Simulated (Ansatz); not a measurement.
Consider the redistribution: `N[SiH](O)[Si](N)(F)F` + `N[SiH2]O[SiH](N)Cl` → `N[SiH2]O[Si](N)(F)F` + `N[Si@H](Cl)[Si@@H](N)O`.

Program: Ansatz. Geometries: PBE0-D4/def2-TZVP. ΔE: electronic, gas phase. CBS: MP2 limit from def2 TZ/QZ plus the TZ coupled-cluster correction, frozen cores. DFT in def2-TZVPP. B3LYP here is the variant with VWN-RPA as its local correlation; programs differ in this. Each species was taken in one conformer, which may not be the lowest.

```tsv
level	ΔE (kJ/mol)
PBE0	-21.5
B3LYP	-18.7
```

Problem. What does CCSD(T)/CBS give? (An estimate is asked.)

Solution. Ansatz gave: -21.4 kJ/mol. The listed levels differ from it by -0.1, 2.7 kJ/mol.

Largest T1 diagnostic among the species: 0.012.

From PBE to PBE0 (25 % exact exchange), in def2-TZVPP and without D4, ΔE moves by −3.4 kJ/mol.
